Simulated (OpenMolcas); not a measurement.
# Potential curves of In₂: spin-free states

Computed with OpenMolcas 26.06: state-averaged CASSCF(6,8) over In 5s 5p, In 5s 5p, XMS-CASPT2 (IPEA 0.25, imaginary shift 0.2 hartree), scalar X2C, ANO-RCC-VDZP, then RASSI spin–orbit state interaction with atomic mean-field integrals. C2 symmetry about the axis (a holds Σ, Δ, Γ; b holds Π, Φ, H; Σ⁺ and Σ⁻ are not told apart); roots by multiplicity and irrep: 3b 4, 3a 5, 1a 5, 1b 4, 5a 1.

XMS-CASPT2 energies in eV from the lowest point. Curves are followed by energy order within each symmetry, so they are adiabatic and may change character at avoided crossings and where g and u states cross; Σ⁺ and Σ⁻ are counted together.

```csv
R (Å),(1)3Π,(1)3Σ,(1)1Σ,(1)1Π,(1)1Δ
2.633,0.389,0.143,0.805,0.890,0.593
2.786,0.134,0.086,0.606,0.622,0.496
2.924,0.029,0.118,0.469,0.501,0.490
3.062,0.000,0.193,0.359,0.456,0.524
3.215,0.025,0.300,0.276,0.462,0.584
3.368,0.084,0.414,0.239,0.498,0.650
3.583,0.199,0.563,0.251,0.569,0.738
3.858,0.358,0.720,0.334,0.675,0.828
4.287,0.586,0.862,0.521,0.808,0.916
4.899,0.804,0.965,0.735,0.913,0.976
```

Problem. With masses 114.904 and 114.904 u, fit the curves (1)3Π, (1)3Σ, (1)1Π, (1)1Δ near their minima.

Solution. At XMS-CASPT2, Te from the lowest curve (the fit fixes ωe to a per cent or two; the method's Re and ωe can be off by some per cent):

```
curve  Te (cm⁻¹)  Re (Å)  ωe (cm⁻¹)
(1)3Π          0   3.063      109.2
(1)3Σ        690   2.786      137.9
(1)1Π       3650   3.117       97.7
(1)1Δ       3920   2.868      112.9
```

The 5 lowest clean curves are shown; the next is (2)1Σ, from 0.87 eV. g and u states are not told apart. Only roots inside an energy window near the equilibrium distance were included, so the list of states is not complete; labels number the states computed. Each spin and symmetry block has orbitals of its own, averaged over its own roots, so gaps between blocks are less sure than gaps within one and near the minimum can be off by tenths of an eV, in bad cases by more. No Rydberg orbitals are active, so Rydberg states, and σ→σ* states whose orbital the CASSCF left unused, can be missing between those listed. CASPT2 splits the two components of degenerate states numerically, here by up to 39 cm⁻¹. No roots were computed in block 5b (none fell in the window or the block failed), so states of that kind are missing and can lie low or lowest. Points that failed a check (symmetry, reference weights, a jump) are left out.
